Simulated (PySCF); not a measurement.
Computed shifts of a molecule CH₅FOSi₂, PBE0/pcSseg-1 (PySCF), GIAO, gas phase, atoms alike by connectivity averaged where their shifts nearly agree, in ppm (number of nuclei): ¹⁹F: -202.4 (1). ²⁹Si: 52.0 (1), 26.8 (1). ¹³C: 79.4 (1). ¹H: 6.49 (1), 6.07 (1), 5.96 (1), 5.18 (1), 5.01 (1). References: ¹⁹F against CFCl3 (σ = 167.2 ppm); ²⁹Si against TMS (σ = 352.7 ppm); ¹³C against TMS (σ = 186.3 ppm); ¹⁷O against H2O (σ = 334.2 ppm); ¹H against TMS (σ = 31.56 ppm), references at their B3LYP-D3(BJ)/def2-TZVP geometries, non-relativistic. Geometry optimised at B3LYP-D3(BJ)/def2-SVP. The values are those of a single conformer.

Task: Which molecule gave these data?
A) O=C[Si@H](F)[SiH3]
B) F[Si@@H]1OC[SiH2]1
C) O=C([SiH3])[SiH2]F
D) F[Si@H]1CO[SiH2]1

Result: D, F[Si@H]1CO[SiH2]1
